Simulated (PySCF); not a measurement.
Part of a log for `[SH][GeH2][NH][SiH3]`: ground state, then the species with a core hole.

Computed with delta-SCF UKS SCAN, pcX-2 on the ionised atom, pcseg-1 elsewhere, spin-free X2C (PySCF 2.14.0). The program numbers atoms from 0. The cycles run on a coarse integration grid; for E(ground) and E(ion) the exchange–correlation energy is redone on a finer one, so they differ from the last cycle, and only they enter the binding energy.

Coordinates (Å, PBE0-D3(BJ)/def2-SVP):
```
Si    -1.355321     0.925084     0.841955
N     -0.406382     0.064888    -0.337890
Ge     0.937135    -1.124668     0.026925
S      2.639662    -0.182024     1.124237
H     -1.378082     0.081108     2.073414
H     -0.817610     2.276436     1.199803
H     -2.747977     1.119515     0.331958
H     -0.399345     0.424174    -1.288229
H      1.405439    -1.685315    -1.326327
H      0.428495    -2.201195     0.994190
H      2.958816     0.657914     0.116177
```

```
ground state, core basis on atom 0 (Si), 154 functions
  cycle   1  E = -2842.19935482  |g| = 5.27e-01
  cycle   2  E = -2842.06860459  |g| = 8.85e-01
  cycle   3  E = -2842.26074006  |g| = 1.21e-01
  cycle   4  E = -2842.26429158  |g| = 4.99e-02
  cycle   5  E = -2842.26510244  |g| = 1.06e-02
  cycle   6  E = -2842.26514085  |g| = 2.58e-03
  cycle   7  E = -2842.26514274  |g| = 9.48e-04
  cycle   8  E = -2842.26514574  |g| = 2.34e-04
  E(ground) = -2842.40446252 Eh
hole in Si 2p of atom 0
  cycle   1  E = -2837.99087383  |g| = 1.23e+00
  cycle   2  E = -2836.53191350  |g| = 1.53e+00
  cycle   3  E = -2837.90516039  |g| = 7.27e-01
  cycle   4  E = -2838.28268271  |g| = 2.22e-01
  ...
  cycle   8  E = -2838.31359009  |g| = 2.89e-03
  cycle   9  E = -2838.31359382  |g| = 7.30e-04
  cycle  10  E = -2838.31359680  |g| = 3.14e-04
  E(ion) = -2838.46397784 Eh   <S^2> = 0.7518   hole on atom = 1.003
```

Q: What energy does this spin-free Si 2p hole on atom 0 cost, and which doublet follows from it?

A: (-2838.463978 − (-2842.404463)) Eh × 27.2114 eV/Eh = 107.23 eV. With the spin–orbit matrix of the shell the program then gives 2p3/2 = 107.00 eV and 2p1/2 = 107.62 eV; their weighted mean, 107.21 eV, differs from that hole by -0.02 eV, as the three ground-state 2p orbitals of the atom aren't degenerate.

```
ground state, core basis on atom 3 (S), 154 functions
  cycle   1  E = -2842.31354149  |g| = 4.06e-01
  cycle   2  E = -2842.31342636  |g| = 4.30e-02
  cycle   3  E = -2842.31290076  |g| = 5.97e-02
  cycle   4  E = -2842.31396024  |g| = 5.25e-03
  cycle   5  E = -2842.31396069  |g| = 1.94e-03
  cycle   6  E = -2842.31396463  |g| = 4.50e-04
  E(ground) = -2842.48033338 Eh
hole in S 1s of atom 3
  cycle   1  E = -2750.07931377  |g| = 5.08e+00
  cycle   2  E = -2748.68553331  |g| = 2.51e+00
  cycle   3  E = -2737.35644187  |g| = 2.98e+00
  cycle   4  E = -2751.25581902  |g| = 2.74e-01
  ...
  cycle   8  E = -2751.30127673  |g| = 7.19e-03
  cycle   9  E = -2751.30129677  |g| = 1.57e-03
  cycle  10  E = -2751.30129802  |g| = 4.30e-04
  E(ion) = -2751.45960857 Eh   <S^2> = 0.7514   hole on atom = 1.000
```

Q: What is the S 1s binding energy of atom 3?

A: (-2751.459609 − (-2842.480333)) Eh × 27.2114 eV/Eh = 2476.80 eV, for the sulfur bonded to Ge and H.

```
ground state, core basis on atom 1 (N), 143 functions
  cycle   1  E = -2842.18461836  |g| = 7.52e-02
  cycle   2  E = -2842.18466839  |g| = 1.74e-02
  cycle   3  E = -2842.18470430  |g| = 1.48e-02
  cycle   4  E = -2842.18476906  |g| = 5.13e-03
  cycle   5  E = -2842.18477618  |g| = 9.61e-04
  cycle   6  E = -2842.18477432  |g| = 2.43e-04
  E(ground) = -2842.36342909 Eh
hole in N 1s of atom 1
  cycle   1  E = -2826.60371904  |g| = 1.87e+00
  cycle   2  E = -2824.80048607  |g| = 2.50e+00
  cycle   3  E = -2827.09374981  |g| = 6.06e-01
  cycle   4  E = -2827.17007779  |g| = 4.70e-01
  ...
  cycle   8  E = -2827.33318954  |g| = 2.09e-03
  cycle   9  E = -2827.33319287  |g| = 8.77e-04
  cycle  10  E = -2827.33319393  |g| = 2.91e-04
  E(ion) = -2827.51118971 Eh   <S^2> = 0.7670   hole on atom = 1.000
```

Q: What is the N 1s binding energy of atom 1?

A: (-2827.511190 − (-2842.363429)) Eh × 27.2114 eV/Eh = 404.15 eV, for the silicon-bound nitrogen.

The ground state is recomputed for each atom, because the flexible core basis sits on the ionised atom alone; energies of different blocks can't be mixed. The structure is a single PBE0-D3(BJ)/def2-SVP conformer in the gas phase; no vibrational or solvent corrections.

Shape of the structure used: `[SiH3:1][NH:2][GeH2:3][SH:4]`: Si1–N2–Ge3–S4 -62°, H–S4–Ge3–N2 -64°.
Labels such as C1 count atoms from 1, the log's own numbers from 0.
